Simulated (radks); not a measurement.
Polarisability of the titanium ion Ti+, [Ar] 3d2 4s1, at imaginary frequency. Calculated with a radial shooting solver on a logarithmic mesh with Libxc functionals: scalar-relativistic Kohn-Sham, LDA (Slater exchange, VWN5 correlation), spin-polarised, spherical densities, finite nucleus; open shells are filled with parallel spins first; Fermi nuclear charge, rms radius 3.5921 fm. Response by self-consistent Sternheimer equations with the Hartree and adiabatic LDA kernel, the relativistic mass of each level held fixed and spin-orbit coupling left out.

w (hartree),alpha1(iw) (bohr^3)
0.00266,42.62
0.0143,42.33
0.0360,40.82
0.0697,36.65
0.118,29.33
0.186,20.78
0.280,13.59
0.413,8.667
0.605,5.562
0.892,3.577
1.35,2.221
2.12,1.240
3.59,0.5699
6.94,0.1949
17.5,0.04130

Static values: alpha1 = 42.63 bohr^3 (6.317 angstrom^3; uncoupled 58.90). C6 = 262.4, triple-dipole C9 = 7863 atomic units. One-pole (London) frequency 4 C6 / (3 alpha1^2) = 0.193 hartree, against 0.409 for minus the highest occupied eigenvalue.
